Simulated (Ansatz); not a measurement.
Geometry optimisation, Ansatz, RKS PBE-D4/def2-SVP.

Input:

```yaml
crystal:
  periodic: [false, false, false]
  atoms:
    - { symbol: "N", position_ang: [0.5253, -2.112, 0.7794] }
    - { symbol: C, position_ang: [1.0391, -0.7454, 0.5389] }
    - { symbol: B, position_ang: [0.3186, -0.0616, -0.7383] }
    - { symbol: S, position_ang: [0.5848, -0.8437, -2.4285] }
    - { symbol: Si, position_ang: [-0.6637, 1.5728, -0.5433] }
    - { symbol: "N", position_ang: [-2.0282, 1.3264, 0.6016] }
    - { symbol: F, position_ang: [0.3654, 2.7919, 0.0872] }
    - { symbol: H, position_ang: [-0.1467, -2.253, -0.02595] }
    - { symbol: H, position_ang: [1.28944, -2.76846, 0.61809] }
    - { symbol: H, position_ang: [2.1337, -0.8302, 0.3608] }
    - { symbol: H, position_ang: [0.8911, -0.1072, 1.4629] }
    - { symbol: H, position_ang: [1.7001, -0.1176, -2.6906] }
    - { symbol: H, position_ang: [-1.239, 2.0183, -1.8519] }
    - { symbol: H, position_ang: [-2.6107, 0.5257, 0.2381] }
    - { symbol: H, position_ang: [-1.6167, 0.9697, 1.5095] }
basis:
  gaussian: { orbitals: def2-SVP }
hamiltonian:
  xc: pbe
  dispersion: d4
relax:
  f_tol: 0.015
  max_steps: 40
```

Command:

```bash
$ ansatz run input.yaml --threads 2 --pin off --max-ram 3072MiB --backend cpu --events-out ev --progress --plain --runs-dir out
```

Q: Where does it end, and by what steps?

A: The forces met the threshold. After 22 steps the energy has fallen by 1.661 eV; H14 moved furthest, 1.71 Å.

```
step  energy less start (eV)  largest force component (eV/Å)  accepted
   0                  0.0000                           2.311       yes
   1                 -0.4176                           1.437       yes
   2                 -0.6174                           1.032       yes
   3                 -0.7947                           1.484       yes
   4                 -0.9955                           1.375       yes
   5                 -1.1718                           1.010       yes
   6                 -1.2828                           0.813       yes
   7                 -1.3703                           0.584       yes
   8                 -1.4421                           0.368       yes
   9                 -1.4995                           0.419       yes
  10                 -1.4757                           1.860        no
  11                 -1.5317                           0.189       yes
  12                 -1.5595                           0.199       yes
  13                 -1.5878                           0.651       yes
  14                 -1.6133                           0.228       yes
  15                 -1.6365                           0.712       yes
  16                 -1.6352                           0.393        no
  17                 -1.6531                           0.119       yes
  18                 -1.6568                           0.077       yes
  19                 -1.6597                           0.041       yes
  20                 -1.6607                           0.040       yes
  21                 -1.6611                           0.023       yes
  22                 -1.6613                           0.009       yes
```

```xyz
15
Properties=species:S:1:pos:R:3
N 1.443 -2.332 0.679
C 0.848 -0.987 0.735
B 0.357 -0.273 -0.587
S 0.582 -1.192 -2.112
Si -0.476 1.560 -0.576
N -1.998 1.470 0.243
F 0.604 2.589 0.153
H 0.784 -2.977 0.221
H 2.263 -2.312 0.057
H 1.566 -0.290 1.232
H -0.001 -0.999 1.464
H 0.074 -0.277 -2.990
H -0.755 2.165 -1.927
H -2.680 2.230 0.182
H -2.070 0.989 1.143
```

Time of the run: 68 s on 2 threads of AMD EPYC 9R14 (Zen 4), on a shared host, peak memory 0.26 GiB.
